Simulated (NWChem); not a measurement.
# CHBr2Cl; SMILES ClC(Br)Br

```xyz
5

Cl     2.0676    -0.0893     0.0000
C      0.4133     0.5018     0.0000
Br    -0.5342    -0.0308     1.5962
Br    -0.5342    -0.0308    -1.5962
H      0.4375     1.5954     0.0000
```
Atoms are numbered in this order, from 1.

Program: NWChem. Geometry optimised at PBE0/def2-SVP; all other runs use it. This build's default masses of Se (78.918 u) and Br (79.917 u) are each other's, which moves their modes by up to 0.6 %.

```tsv
quantity	level	value
vertical ionisation energy, ΔSCF (eV)	PBE/def2-SVP	9.83
dipole in solution (D) in n-hexane	PBE0/def2-SVP, SMD	1.14
isotropic polarisability (bohr³), static	PBE/def2-SVPD	?
vertical, lowest state with f > 0.02, singlet (eV)	PBE/def2-SVPD, TDA	?
dipole (D)	PBE0/def2-SVP	?
highest harmonic frequency (cm⁻¹)	PBE0/def2-SVP	3201
```

Q: What belongs in the gaps?

A: 
- isotropic polarisability (bohr³), static, value: 74.2
- vertical, lowest state with f > 0.02, singlet (eV), value: 5.02
- dipole (D), value: 1.01
